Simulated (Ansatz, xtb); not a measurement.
**CH6BeSn: which of two structures lies lower**

Structure X: a singlet given by its coordinates. Structure Y: a singlet given by its coordinates. Both are isolated molecules in the gas phase, relaxed with PBE0-D3(BJ)/def2-SVP.

X (Å):

| atom | x (Å) | y (Å) | z (Å) |
| --- | --- | --- | --- |
| C | -0.9036 | -1.0603 | 0.1142 |
| Be | 0.6148 | -0.0148 | -0.8389 |
| Sn | -0.7680 | 1.1994 | 0.6258 |
| H | -0.8069 | -1.5727 | 1.0814 |
| H | 1.0716 | 0.7332 | 0.4667 |
| H | 1.4809 | -0.5857 | -1.7041 |
| H | -0.2451 | -1.6332 | -0.5810 |
| H | -0.3089 | 1.1986 | -1.2225 |
| H | -1.9195 | -1.1978 | -0.2814 |

Close contacts (Å): C1–Be2 2.08, C1–Sn3 2.32, Be2–Sn3 2.35, C1–H4 1.10, C1–H7 1.12, C1–H9 1.10, Be2–H5 1.57, Be2–H6 1.35, Be2–H8 1.57, Sn3–H5 1.90, Sn3–H8 1.90.

Y (Å):

```xyz
9

C    -2.4671    0.1570   -1.0312
Be   -1.0057    1.1565   -1.1808
Sn   -0.1808   -1.0723   -0.7658
H    -2.9407    0.4051   -1.9982
H    -2.7063   -0.9058   -0.8472
H    -2.9759    0.7197   -0.2278
H    -0.6248   -2.3345   -1.8861
H    -0.6761   -1.8692    0.7055
H    -0.6394    2.4285   -1.4006
```

Close contacts (Å): C1–Be2 1.78, C1–Sn3 2.61, Be2–Sn3 2.41, C1–H4 1.11, C1–H5 1.10, C1–H6 1.10, Be2–H9 1.34, Sn3–H7 1.75, Sn3–H8 1.75.

Estimate which is lower in electronic energy at CCSD(T)/def2-TZVP, and by roughly how much.

The CCSD(T)/def2-TZVP calculation puts structure X lower, by 17.1 kcal/mol.

The same difference at several levels:

```csv
level,geometry,E(Y) − E(X) (kcal/mol),departure from the last row (kcal/mol),"job, with rough time for the two"
PBE0-D3(BJ)/def2-SVP,PBE0-D3(BJ)/def2-SVP,+18.1,+0.9,"optimisation, 80 s"
HF/def2-TZVP,PBE0-D3(BJ)/def2-SVP,+11.6,−5.6,part of the CCSD(T) run
MP2/def2-TZVP,PBE0-D3(BJ)/def2-SVP,+18.6,+1.5,part of the CCSD(T) run
CCSD(T)/def2-TZVP,PBE0-D3(BJ)/def2-SVP,+17.1,,"single point, 1.7 min"
```

None of the levels shown reverses the order. The largest departure from CCSD(T)/def2-TZVP is that of HF/def2-TZVP, 5.6 kcal/mol. Levels run at GFN2-xTB geometries aren't shown.

With harmonic frequencies from PBE0-D3(BJ)/def2-SVP (ideal gas, rigid rotor, one conformer each, 298.15 K, 1 atm): on the last row, ΔE + ΔZPE = +15.2, ΔH = +15.9, ΔG = +14.5 kcal/mol.

The correlated steps freeze 5 core orbitals; the filled d shell of Sn is correlated; the last core shell of Be is correlated, in a basis made for valence electrons. Atoms past krypton carry core potentials in the def2 sets and no spin–orbit term is included. Run with Ansatz 0.2.0; the last row on 1 thread of Arm Neoverse V2 on a shared host.
